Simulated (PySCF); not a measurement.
From results back to the method.

Species: 1,1-dimethylcyclohexane, C8H16.
InChI=1S/C8H16/c1-8(2)6-4-3-5-7-8/h3-7H2,1-2H3

The closed-shell ground state was solved 7 times with PySCF (density fitting, gas phase), always in the pcSseg-1 basis (216 functions), with these functionals: B3LYP, B97-2, CAM-B3LYP, LC-wPBE, LDA, OPBE and wB97X-D. Isolated species at its PBE0-D3(BJ)/def2-SVP geometry (one conformer only).

```
row  total energy (Eh)  HOMO (eV)  LUMO (eV)  dipole (D)
  P          -311.4965      -6.94       0.26        0.11
  Q          -314.2730      -9.56       2.19        0.10
  R          -314.3265      -6.82       0.83        0.09
  S          -314.3509      -7.93       1.36        0.10
  T          -314.3630     -10.04       3.12        0.09
  U          -314.2814     -10.86       3.52        0.08
  V          -314.4722      -7.99       1.02        0.10
```

Which functional belongs to which row?

P = LDA, Q = CAM-B3LYP, R = OPBE, S = B97-2, T = wB97X-D, U = LC-wPBE, V = B3LYP. By rising HOMO–LUMO gap: LDA (LDA) 7.20 eV; OPBE (GGA) 7.65 eV; B3LYP (global hybrid, 20 % exact exchange) 9.01 eV; B97-2 (global hybrid, 21 % exact exchange) 9.29 eV; CAM-B3LYP (range-separated hybrid) 11.75 eV; wB97X-D (range-separated hybrid) 13.16 eV; LC-wPBE (range-separated hybrid) 14.38 eV. Total energies of different functionals aren't bounds to one another; each is stationary for its own functional.

wB97X-D is run here without its empirical dispersion term; that term would change no orbital, density or response property at a fixed geometry.
